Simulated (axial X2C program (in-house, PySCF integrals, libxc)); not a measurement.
# KAs: cheaper levels and CCSD(T), two-component

All values were computed with an in-house relativistic program for diatomic molecules. Two-component (2c) means X2C with spin–orbit coupling and atomic mean-field two-electron Coulomb and Gaunt terms. Basis: As dyall-cv3z [9s9p6d4f1g], K dyall-cv3z [11s12p6d3f] (cores contracted in-house); Gaussian nuclei, density fitting, unrestricted open shells. Masses: As 74.922 u, K 38.964 u.

State: Ω = 1 (⟨Sz⟩ = 0.98, ⟨Lz⟩ = 0.02 at HF); fragments As + K.

```json
{"level": "PBE0", "Re (Å)": "3.107", "ωe (cm⁻¹)": "167.7", "De (eV)": "1.25"}
{"level": "HF", "Re (Å)": "3.194", "ωe (cm⁻¹)": "162.6", "De (eV)": "0.257"}
{"level": "MP2", "Re (Å)": "3.117", "ωe (cm⁻¹)": "170.0", "De (eV)": "0.909"}
{"level": "CCSD", "Re (Å)": "3.129", "ωe (cm⁻¹)": "169.9", "De (eV)": "1.01"}
{"level": "BHandHLYP", "Re (Å)": "3.116", "ωe (cm⁻¹)": "170.1", "De (eV)": "1.20"}
```

Correlated methods: 14 electrons correlated (number of frozen shells: As 3 s, 2 p, 1 d; K 2 s, 1 p), 272 virtual spin orbitals or spinors in MP2, 90 natural virtuals in coupled cluster.

CCSD(T), same Hamiltonian and basis:

Re = 3.125 Å, ωe = 169.4 cm⁻¹, De = 1.02 eV; T1 = 0.009 (Lee–Taylor normalisation).

Question: Give the differences from CCSD(T) in the columns below.

Answer: 

```tsv
level	ΔRe (Å)	Δωe (cm⁻¹)	ΔDe (eV)
PBE0	-0.018	-1.7	0.23
HF	0.069	-6.8	-0.76
MP2	-0.008	0.6	-0.11
CCSD	0.004	0.5	-0.01
BHandHLYP	-0.009	0.7	0.18
```

The state is a single determinant with fixed occupations, the lowest that a limited PBE0 search found. Dissociation energies refer to the lowest single-determinant-based atoms at the same level and basis. Density functionals use the spin component along the axis (collinear). Coupled cluster ran in a truncated set of natural virtual spinors; the MP2 energy of the rest was added. (T) has no such correction and the atoms are truncated less, which lowers De at CCSD(T) by a hundredth of an eV or more. PBE0 can misorder states that lie within some tenths of an eV, so this need not be the ground state of the molecule. The nearest other 2c determinant of the search, Ω = 2, lies 0.47 eV up at the distance of the search. With several unpaired electrons one determinant need not be a pure state. Open-shell Ω = 0 determinants with evenly filled partner blocks cannot be reached by this program, so the Ω shown need not be the lowest component. This is the Ω = 1 component of a π² triplet; the 0⁺ component is not one determinant and can lie lowest.
